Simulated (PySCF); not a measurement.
## Working out the ionisation energy of Sb²⁺

Sb²⁺ [Kr] 4d10 5s2 5p1 (2P) → Sb³⁺ [Kr] 4d10 5s2 (1S). Calculation: PySCF 2.14, in def2-TZVPPD with the def2 core potential (28 electrons); a scalar-relativistic core potential. Frozen: 4s2 4p6 4d10. Energies in hartree (1 hartree = 27.21139 eV):

```tsv
part	Sb²⁺ (lower)	Sb³⁺ (upper)
UHF	-238.373777	-237.486552
CCSD correlation	-0.046242	-0.035791
(T)	-0.000602	0.000000
```

Task: What does Hartree-Fock give?

Result: (-237.486552) − (-238.373777) = 0.887225 hartree = 24.143 eV.

Task: What do CCSD and CCSD(T) give?

Result: The CCSD correlation energies differ by 0.010451 hartree = 0.284 eV and the triples by 0.000602 hartree = 0.016 eV, so CCSD gives 24.427 eV and CCSD(T) 24.443 eV.

Reference: 25.323 eV (measured; NIST Atomic Spectra Database, ionization energies), between the lowest levels; spin-orbit coupling is absent from the calculation.

What remains against the reference includes basis incompleteness, the frozen core and higher excitations.
